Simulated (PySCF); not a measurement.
Cartesian coordinates (Å):
SMILES: [SH][Sn]([SH])[SH]
```xyz
7

S      2.4747     0.1097    -0.8010
Sn     0.1831    -0.1700     0.0155
S     -0.9944     1.6611    -1.1347
S     -0.5667    -2.3594    -0.8531
H      2.9175    -0.9711    -0.1337
H     -2.0953     0.9099    -1.3136
H     -1.6831    -2.3668    -0.1027
```
Charge 0, spin multiplicity 2.

**Question.** Predict the total energy, highest occupied spin orbital and dipole moment from PBE-D3(BJ)/def2-TZVP // B3LYP-D3(BJ)/def2-TZVP (PySCF).

**Answer.** 
```yaml
total_energy: -1410.2874 Ha
highest_occupied_spin_orbital: -5.43 eV
dipole_moment: 2.21 D
```
